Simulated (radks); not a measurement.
Values are calculated unless marked as measured or tabulated.
Task: F I, 9 electrons, occupied as [He] 2s2 2p5. Code: a radial shooting solver on a logarithmic mesh with Libxc functionals. Model: non-relativistic Kohn-Sham, SCAN, spin-unpolarised, spherical densities, point nucleus; meta-GGA in the generalised Kohn-Sham scheme. Some entries of the table are withheld. Estimate them.

orbital,occ.,eigenvalue (eV),<r> (bohr)
1s,2,(1),(2)
2s,2,-31.5870,(3)
2p,5,-11.5722,(4)

Result: 
(1) 1s eigenvalue (eV): -668.9119
(2) 1s <r> (bohr): 0.1764
(3) 2s <r> (bohr): 1.002
(4) 2p <r> (bohr): 1.097
